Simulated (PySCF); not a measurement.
WOCl3, SMILES [O]=[W]([Cl])([Cl])[Cl] (connectivity only; charge and spin as stated), neutral, multiplicity 2. Atoms are numbered in the order given.

```xyz
5

W     -0.0743    -0.2166     0.0000
O      0.0917    -1.8855     0.0000
Cl    -2.1748     0.6570     0.0000
Cl     1.2275     0.5866    -1.6862
Cl     1.2275     0.5866     1.6862
```
Charge 0, spin multiplicity 2.

The structure is a stationary point at PBE0-D3(BJ)/def2-SVP. The multiplicity is an assumed one; other spin states were not compared. The def2 effective core potentials stand for the cores of W; spin–orbit coupling is left out.

Method: TDA-PBE/def2-SVPD run with PySCF.

Vertical excitations. Isolated molecule, no solvent.

Computed lowest excited states:
| state | energy (eV) | λ (nm) | f | main pairs |
|---|---|---|---|---|
| root 1 | 0.58 | 2134 | 0.001 | α HOMO→LUMO 100 % |
| root 2 | 2.08 | 597 | 0.000 | α HOMO→LUMO+1 100 % |
| root 3 | 2.25 | 552 | 0.001 | α HOMO→LUMO+2 99 % |
| root 4 | 2.62 | 473 | 0.004 | α HOMO→LUMO+3 99 % |
| root 5 | 3.68 | 337 | 0.000 | α HOMO−1→LUMO 83 %, β HOMO→LUMO 16 % |
| root 6 | 3.86 | 321 | 0.001 | α HOMO−2→LUMO 48 %, α HOMO−1→LUMO 8 %, β HOMO→LUMO 31 %, β HOMO−1→LUMO 12 % |
| root 7 | 3.94 | 315 | 0.003 | α HOMO−2→LUMO 23 %, α HOMO−1→LUMO 8 %, β HOMO→LUMO 51 %, β HOMO−1→LUMO 16 % |
| root 8 | 3.99 | 311 | 0.002 | α HOMO−3→LUMO 66 %, β HOMO→LUMO+1 30 % |
| root 9 | 4.13 | 300 | 0.012 | α HOMO−3→LUMO 16 %, β HOMO→LUMO+1 52 %, β HOMO−2→LUMO 21 %, β HOMO−1→LUMO+1 8 % |
| root 10 | 4.25 | 292 | 0.000 | α HOMO→LUMO+4 99 % |
Unrestricted roots are not spin-pure.
